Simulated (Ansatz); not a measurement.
CH4ClFOSeTi, SMILES `C[Se][Ti]([OH])([F])[Cl]`. Total charge 0; spin multiplicity 1. Correlated methods include outer-core shells of Se, Ti, which these sets cover unevenly. Scalar relativity is left out up to krypton.

Cartesian coordinates in Å:
```
C 0.2175 -0.6488 1.8685
Se -0.0459 1.1154 1.0446
Ti -0.1686 0.2541 -1.1809
O -0.2868 1.6756 -2.2033
F 1.2765 -0.7054 -1.4444
Cl -1.9340 -1.0579 -1.3238
H 1.0131 -1.1892 1.3589
H -0.7134 -1.2103 1.8316
H 0.5048 -0.4689 2.9027
H 0.1368 2.2355 -2.8539
```

(1) Give the diagnostics of a CCSD(T)/def2-TZVPP run (frozen core, Ansatz 0.2.0). (Best estimate.)

Results:

(1) The calculation gave: T1 = 0.0232, largest single amplitude 0.071, largest double 0.039, (T) share of the correlation energy 4.8 %, 15 CCSD cycles. The RHF solution is stable towards an unrestricted one. T1 lies over the customary mark of 0.02 for closed shells; compounds of d metals often pass it without a breakdown.
